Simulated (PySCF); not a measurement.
**CsHg and its ions**

PBE; basis Cs def2-SVP with ECP46, Hg def2-SVP with ECP60; scalar-relativistic core potentials; PySCF 2.14. Neutral (UKS): doublet (σ ↑), Re = 4.370 Å, ωe = 21.8 cm⁻¹, De = 0.07 eV, HOMO -2.27 eV, LUMO -1.74 eV.

CsHg⁺ (UKS): singlet (closed shell), Re = 4.006 Å, ωe = 33.1 cm⁻¹, De = 0.13 eV to Cs⁺ + Hg. The energies at the minima are -173.70123 hartree for CsHg and -173.55748 for CsHg⁺.

Question: Work out the adiabatic ionisation energy, without and with harmonic zero-point energies (1 hartree = 27.2114 eV, 1 eV = 8065.5 cm⁻¹), and the change of the bond length.

Answer: At PBE: 0.14375 hartree = 3.912 eV between the minima; the zero-point term (33.1 − 21.8)/2 cm⁻¹ = +0.001 eV makes it 3.912 eV. Re changes by -36.4 pm against the neutral. The electron leaves a σ orbital, and the shorter bond of the ion fits an antibonding orbital, or a change in how ionic the bond is.

Closed-shell solutions of metal pairs were not tested for spin polarisation, which can lower them a little. Weak bonds: CsHg, CsHg⁺. Basis-set superposition, not corrected here, can be much of De in a small basis, most of all at correlated wavefunction levels. Spin–orbit coupling is left out. For an ion De counts to the pair picked by the measured ionisation energies or electron affinities, which need not be the lowest pair at this level. States were picked by a PBE0 search and need not be the measured ground states.
